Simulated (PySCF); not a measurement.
How methods differ on the ionisation energy of Zn

Zn [Ar] 3d10 4s2 (1S) → Zn⁺ [Ar] 3d10 4s1 (2S), as a difference of total energies. All numbers are calculated (PySCF 2.14, the spin-free X2C one-electron Hamiltonian (Gaussian nucleus), in ANO-RCC-VTZP (6s5p3d2f1g, 59 functions)). Correlated levels: valence: [Ar] frozen; valence and next inner shell: [Ne] frozen. The calculations carry no spin-orbit coupling.

| method | ionisation energy (eV) |
| --- | --- |
| UHF | 7.779 |
| LDA | 9.904 |
| PBE | 9.560 |
| PBE0 | 9.255 |
| r2SCAN | 9.347 |
| B3LYP | 9.601 |
| M06-L | 9.381 |
| MN15 | 9.581 |
| MP2 (valence) | 9.088 |
| SCS-MP2 (valence) | 9.097 |
| MP2 (valence and next inner shell) | 9.154 |
| SCS-MP2 (valence and next inner shell) | 9.141 |

Errors of the correlated levels include the incompleteness of this basis and the frozen core.

MP2 underrates the near-degeneracy of ns² with np² in the lower species.

Q: Which method comes closest to the reference value, and which is furthest?

A: The reference is 9.394 eV (measured; NIST Atomic Spectra Database, ionization energies). Closest: M06-L (error -0.013 eV); furthest: UHF (error -1.615 eV).
